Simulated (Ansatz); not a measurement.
A nudged elastic band was laid between two geometries of C$_{2}$H$_{11}$NOSi$_{2}$ (17 atoms, charge 0, multiplicity 1).

Computed with RKS PBE0/6-31G in Ansatz.

```yaml
movable_images: 7
climbing_image: yes
spring: 5.0 eV/Å²
optimiser: quadratic models (default)
start_path: IDPP
force_threshold: 0.05 eV/Å
iteration_limit: 49
end_points: relaxed
```

Initial state:

```xyz
17
Properties=species:S:1:pos:R:3
C 0.696 -0.620 2.307
O 0.955 -0.873 0.910
Si 0.467 0.203 -0.364
Si 1.446 -0.691 -2.304
C -1.443 0.360 -0.490
N -1.930 1.130 0.648
H -0.377 -0.520 2.502
H 1.096 -1.470 2.863
H 1.200 0.296 2.644
H 0.983 1.602 -0.067
H 0.883 -2.053 -2.603
H 1.143 0.201 -3.481
H 2.938 -0.799 -2.168
H -1.725 0.756 -1.485
H -1.849 -0.657 -0.431
H -1.584 2.077 0.715
H -2.918 1.058 0.845
```

Final state:

```xyz
17
Properties=species:S:1:pos:R:3
C 0.675 -0.086 2.588
O 0.821 -0.531 1.228
Si 0.543 0.504 -0.150
Si 1.360 -0.708 -1.985
C -1.331 0.838 -0.396
N -1.972 -0.385 -0.854
H -0.375 0.121 2.837
H 1.035 -0.889 3.234
H 1.266 0.819 2.783
H 1.244 1.827 0.105
H 0.880 -2.128 -1.945
H 0.886 -0.062 -3.259
H 2.867 -0.710 -1.999
H -1.767 1.288 0.516
H -1.403 1.600 -1.184
H -1.831 -1.203 -0.279
H -2.916 -0.298 -1.201
```

Q: What changes between the two ends?

A: No bond is made or broken. The dihedral Si4–Si3–C5–N6 goes from -170 to 45°.

Q: What energy profile does the band end with?

A: It converged. The highest image is number 4 of 0 to 8, 0.214 eV above the first end and 0.225 eV above the last; the last end lies 0.012 eV below the first. A vibrational analysis at the climbing image gives one clearly imaginary mode, 117i cm⁻¹: a first-order saddle point. Limits of this set-up: no polarisation functions.

| image | path coordinate (Å) | energy (eV) | dihedral Si4–Si3–C5–N6 (°) |
| --- | --- | --- | --- |
| 0 | 0.00 | 0.000 | -170 |
| 1 | 0.91 | 0.029 | 171 |
| 2 | 1.83 | 0.100 | 153 |
| 3 | 2.74 | 0.176 | 134 |
| 4 | 3.65 | 0.214 | 115 |
| 5 | 4.63 | 0.157 | 99 |
| 6 | 5.61 | 0.055 | 80 |
| 7 | 6.59 | 0.002 | 61 |
| 8 | 7.57 | -0.012 | 45 |

Q: What is the geometry of the highest image?

A: 
```xyz
17
Properties=species:S:1:pos:R:3:forces:R:3
C 0.864 0.105 2.333 0.00 -0.01 -0.02
O 0.960 -0.481 1.026 -0.01 0.01 0.00
Si 0.516 0.301 -0.464 0.02 -0.02 0.00
Si 1.293 -1.193 -2.103 0.00 0.00 0.00
C -1.381 0.691 -0.643 0.00 0.03 -0.03
N -2.147 0.215 0.490 0.00 -0.02 0.03
H -0.161 0.035 2.719 0.00 0.00 0.00
H 1.522 -0.464 2.993 0.00 0.00 0.00
H 1.182 1.157 2.342 0.00 0.00 0.00
H 1.264 1.623 -0.531 -0.01 0.01 0.00
H 0.631 -2.532 -1.944 0.00 0.00 -0.01
H 0.940 -0.663 -3.471 0.00 0.00 0.00
H 2.784 -1.368 -2.038 0.00 0.00 0.00
H -1.492 1.770 -0.864 0.00 -0.01 0.00
H -1.728 0.159 -1.538 0.01 0.00 0.01
H -1.938 0.609 1.392 0.00 0.00 0.00
H -3.127 0.036 0.340 -0.01 0.00 -0.01
```

Q: What are the harmonic wavenumbers there?

A: 117i, 51, 93, 106, 115, 136, 176, 204, 251, 348, 439, 465, 501, 520, 611, 703, 714, 804, 840, 894, 920, 922, 1105, 1113, 1140, 1168, 1204, 1295, 1369, 1506, 1533, 1535, 1551, 1721, 2099, 2163, 2190, 2204, 2957, 3025, 3102, 3103, 3162, 3631, 3756 cm⁻¹.

The run took 3.4 min on 1 thread of AMD EPYC 9R45 96-Core Processor (Zen 5), on a shared host, peak memory 0.27 GiB.
